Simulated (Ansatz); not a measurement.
Total energies of `c1cc2sc(-c3cc4sc(-c5cc6sc(-c7cc8sc(-c9cc%10sc(-c%11cc%12sccc%12s%11)cc%10s9)cc8s7)cc6s5)cc4s3)cc2s1` from Ansatz at PBE0-D4/def2-SVP, gas phase (1 Eh = 27.2114 eV = 2625.5 kJ/mol). The reference geometry is relaxed at PBE-D4/def2-SVP.

```csv
state,geometry,energy (Eh)
charge 0 singlet,reference,-6152.94750
charge 1 doublet,reference,-6152.73122
charge -1 doublet,reference,-6153.01739
free C atom (triplet),–,-37.76066
free S atom (triplet),–,-397.83788
free H atom (doublet),–,-0.50029
```

Single mean-field runs in def2-SVP are fitted with def2-universal-jkfit.

(1) Work out the vertical ionisation energy to the doublet.

(2) Work out the vertical electron affinity, to the doublet.

(3) Give the fundamental gap IE − EA, the Mulliken electronegativity (IE + EA)/2 and the hardness (IE − EA)/2.

(4) What is the binding energy per atom against free atoms?

(1) E(charge 1 doublet) − E(charge 0 singlet) = -6152.73122 − (-6152.94750) = 0.21628 Eh = 5.89 eV. For comparison, −ε of the highest occupied level is 5.10 eV at this level, 0.79 eV less.

(2) E(charge 0 singlet) − E(charge -1 doublet) = -6152.94750 − (-6153.01739) = 0.06989 Eh = 1.90 eV. The basis lacks diffuse functions, which makes affinities too small.

(3) From the values in Eh: IE − EA = 0.21628 − 0.06989 = 0.14639 Eh = 3.98 eV; (IE + EA)/2 = 3.89 eV; (IE − EA)/2 = 1.99 eV. The HOMO–LUMO gap of the same run is 2.50 eV, 1.48 eV smaller than the fundamental gap.

(4) Atoms: 36 × (-37.76066) + 12 × (-397.83788) + 14 × (-0.50029) = -6140.44238 Eh. Binding: -6140.44238 − (-6152.94750) = 12.50512 Eh = 340.28 eV, or 5.49 eV for each of 62 atoms (no zero-point energy, no counterpoise term).
